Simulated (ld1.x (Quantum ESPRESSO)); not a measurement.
Varying the TM potential for I

Base potential:

* Element: iodine
* Generator: ld1.x (Quantum ESPRESSO) 7.5
* Type: norm-conserving Troullier–Martins (Kleinman–Bylander form)
* Functional: PBE
* Relativity: scalar-relativistic
* Frozen core: [Kr] 4d10
* Valence charge: 7
* Reference configuration: 5s2 5p4 (charge +1)
* Partial waves: 5s (bound): rc 1.35 bohr; 5p (bound): rc 1.60 bohr
* Local potential: the p channel
* Core correction: a·sin(br)/r model core inside 1.05 bohr

Cutoffs, loose and tight: the cutoffs (Ry, on a coarse ladder) from which the occupation-weighted sum of valence levels, in a spherical-Bessel basis at the reference potential, stays within 10 and 1 mRy of its value at 400 Ry. They do not see the model core or the augmentation charge, which bear on the density cutoff. Test errors are all-electron minus pseudo excitation energies from the reference, over the configurations 5s2 5p5; 5s2 5p3; 5s2 5p2; 5s1 5p6; 5s2 5p1; 5s2 5p5.3; 5s2 5p4.5. A dash means not determined; rows that change the core or the reference have their own tests.

A true bound ghost makes a file unfit for plane-wave use even where its test errors are small: the radial tests pick states by their node count and pass the ghost by.

| change | outcome | cutoff, loose | cutoff, tight | bound ghosts | largest test error (meV) |
| --- | --- | --- | --- | --- | --- |
| base | generated | 70 Ry | 180 Ry | s, d | -144 |
| core correction a·sin(br)/r model core inside 0.56 bohr | generated | 70 Ry | 180 Ry | s, d | -144 |
| core correction a·sin(br)/r model core inside 0.74 bohr | generated | 70 Ry | 180 Ry | s, d | -144 |
| core correction a·sin(br)/r model core inside 0.90 bohr | generated | 70 Ry | 180 Ry | s, d | -144 |
| core correction a·sin(br)/r model core inside 0.98 bohr | generated | 70 Ry | 180 Ry | s, d | -144 |
| core correction a·sin(br)/r model core inside 1.14 bohr | generated | 70 Ry | 180 Ry | s, d | -144 |
| core correction a·sin(br)/r model core inside 1.32 bohr | generated | 70 Ry | 180 Ry | s, d | -143 |
| core correction a·sin(br)/r model core inside 1.50 bohr | generated | 70 Ry | 180 Ry | s, d | -145 |
| core correction a·sin(br)/r model core inside 1.62 bohr | generated | 70 Ry | 180 Ry | s, d | -159 |

What comes out with this change to the base: core correction none?

outcome: generated; cutoff, loose: 70 Ry; cutoff, tight: 180 Ry; bound ghosts: s, d; largest test error (meV): -57.
